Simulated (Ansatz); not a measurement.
The same path of BFH2O + BrH (7 atoms, charge 0, multiplicity 1) was run twice with different band settings. Lost on the way: Br6–H7. Made: B1–Br6, O2–H7.

The calculation used RHF/def2-SVP in Ansatz 0.2.0.

Relaxed end points:

```xyz
7
Properties=species:S:1:pos:R:3
B -0.157 -0.580 -0.089
O -0.461 0.150 0.994
H -1.115 -0.237 1.561
H 0.650 -0.192 -0.873
F -0.767 -1.733 -0.282
Br 0.690 3.458 2.121
H 0.296 2.189 1.643
```

```xyz
7
Properties=species:S:1:pos:R:3
B 0.056 0.414 0.018
O -0.088 0.000 1.673
H -0.950 -0.372 1.835
H 1.084 -0.079 -0.328
F -1.094 -0.094 -0.456
Br 0.100 2.434 0.089
H 0.028 0.753 2.243
```

Common settings: movable images 5; climbing image yes; spring 5.0 eV/Å²; optimiser quadratic models (default); force threshold 0.05 eV/Å; iteration limit 60; end points relaxed.

| run | start path |
| --- | --- |
| 1 | through a guess of the saddle point |
| 2 | straight line |

(1) What does each run give, and how far can it be trusted?

Answers

(1) Run 1: converged after 26 iterations, highest image 1.470 eV above the first end. A vibrational analysis at the climbing image gives one clearly imaginary mode, 440i cm⁻¹: a first-order saddle point.
Run 2: converged after 17 iterations, highest image 1.470 eV above the first end. Another band between the same ends (5 images) ends at a top of the same energy, where a vibrational analysis finds 1 clearly imaginary mode.
The orbitals stay closed-shell, which can raise the energy where a bond breaks towards radicals; this wasn't checked here.
